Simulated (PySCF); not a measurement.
## Excitation energy of Nb²⁺ by level of theory

Nb²⁺ [Kr] 4d3 (4F) → Nb²⁺ [Kr] 4d2 5s1 (4F), as a difference of total energies. All numbers are calculated (PySCF 2.14, the spin-free X2C one-electron Hamiltonian (Gaussian nucleus), in x2c-QZVPPall (13s8p7d3f2g, 111 functions)). Correlated levels: valence: [Kr] frozen; valence and next inner shell: [Ar] 3d10 frozen. The calculations carry no spin-orbit coupling.

```json
{"method": "UHF", "excitation energy (cm⁻¹)": "24630"}
{"method": "LDA", "excitation energy (cm⁻¹)": "23573"}
{"method": "PBE", "excitation energy (cm⁻¹)": "24717"}
{"method": "PBE0", "excitation energy (cm⁻¹)": "25915"}
{"method": "r2SCAN", "excitation energy (cm⁻¹)": "26251"}
{"method": "TPSSh", "excitation energy (cm⁻¹)": "26305"}
{"method": "TPSS", "excitation energy (cm⁻¹)": "25910"}
{"method": "M06", "excitation energy (cm⁻¹)": "29022"}
{"method": "MP2 (valence)", "excitation energy (cm⁻¹)": "25267"}
{"method": "SCS-MP2 (valence)", "excitation energy (cm⁻¹)": "24842"}
{"method": "MP2 (valence and next inner shell)", "excitation energy (cm⁻¹)": "24604"}
{"method": "SCS-MP2 (valence and next inner shell)", "excitation energy (cm⁻¹)": "24700"}
```

A first-order spin-orbit estimate (lowest level to lowest level, LS coupling) adds -0.013 eV.

The basis was made for the ground configuration and has no added diffuse functions, so the excitation energy can come out too high.
